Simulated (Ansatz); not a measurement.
Potential energy curve for MgH, doublet.

Method: Ansatz (an electronic-structure program) with unrestricted PBE/def2-SVP.

The batch members p0 to p7 hold the bond at 1.32, 1.40, 1.50, 1.57, 1.65, 1.68, 1.74, 1.77 Å.

Ansatz input:

Ansatz 0.2 input:
```yaml
# input.yaml
basis:
  gaussian: { orbitals: def2-svp }
hamiltonian:
  xc: pbe
batch:
  members: [p0.yaml, p1.yaml, p2.yaml, p3.yaml, p4.yaml, p5.yaml, p6.yaml, p7.yaml]

# p4.yaml, one of the 8 members of this batch
crystal:
  periodic: [false, false, false]
  atoms:
    - { symbol: Mg, position_ang: [0.0, 0.0, 0.0] }
    - { symbol: H, position_ang: [0.0, 0.0, 1.65] }
total_charge: 0
magnetization:
  spin_polarized: true
  initial_magnetization: 1
```

Lines of the output on each member:

```
Member 1: Total energy: -5453.00683593 eV, -200.3943050397 hartree
Member 0: Total energy: -5452.49888241 eV, -200.3756380922 hartree
Member 2: Total energy: -5453.41212243 eV, -200.4091990439 hartree
Member 3: Total energy: -5453.58339863 eV, -200.4154933281 hartree
Member 6: Total energy: -5453.74138297 eV, -200.4212991456 hartree
Member 5: Total energy: -5453.71883205 eV, -200.4204704146 hartree
Member 7: Total energy: -5453.74216526 eV, -200.4213278941 hartree
Member 4: Total energy: -5453.69532998 eV, -200.4196067294 hartree
```
